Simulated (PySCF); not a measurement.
**Electron correlation in Er⁵⁰⁺ (erbium, charge +50)**

[Ar], closed-shell 1S. Computed with PySCF 2.14 in an uncontracted even-tempered set (16 s from 12 bohr⁻², ratio 2.5; 10 p from 15 bohr⁻², ratio 2.5; 4 d from 64 bohr⁻², ratio 2.7; 4 f from 97 bohr⁻², ratio 2.7), with the non-relativistic Hamiltonian (point nucleus). Frozen: 1s2; 16 electrons correlated; the 17 highest virtual orbitals of each spin left out.

```tsv
level	correlation energy (mhartree)
CCSD	-639.21
(T)	-0.93
CCSD(T)	-640.14
```

Diagnostics: T1 = 0.00021, D1 = 0.0005, largest double amplitude 0.014.

A non-relativistic calculation at this Z misses sizeable relativistic shifts.

Cost of the coupled-cluster step: of the order of 9 core-seconds, for 16 correlated electrons.

Iterations:

```
CC2 = 0
CCSD nocc = 8, nmo = 76
frozen orbitals [0, 77, 78, 79, 80, 81, 82, 83, 84, 85, 86, 87, 88, 89, 90, 91, 92, 93]
max_cycle = 100
direct = 0
conv_tol = 1e-08
conv_tol_normt = 1e-06
diis_space = 8
diis_start_cycle = 0
Init t2, MP2 energy = -10136.4993517725  E_corr(MP2) -0.628928677422316
Init E_corr(CCSD) = -0.628928677422323
cycle = 1  E_corr(CCSD) = -0.637688695022626  dE = -0.0087600176  norm(t1,t2) = 0.00370347
cycle = 2  E_corr(CCSD) = -0.63903058955222  dE = -0.00134189453  norm(t1,t2) = 0.000541404
cycle = 3  E_corr(CCSD) = -0.639217310782225  dE = -0.00018672123  norm(t1,t2) = 8.20746e-05
cycle = 4  E_corr(CCSD) = -0.639215140420247  dE = 2.17036198e-06  norm(t1,t2) = 2.00127e-06
cycle = 5  E_corr(CCSD) = -0.63921496238027  dE = 1.78039977e-07  norm(t1,t2) = 5.64027e-08
cycle = 6  E_corr(CCSD) = -0.639214964364833  dE = -1.98456351e-09  norm(t1,t2) = 4.11758e-09
CCSD converged
E(CCSD) = -10136.50963805941  E_corr = -0.6392149643648333
CCSD(T) correction = -0.000928001587220267
```

At this charge a non-relativistic calculation is a model, useful for the Z dependence of the correlation energy.
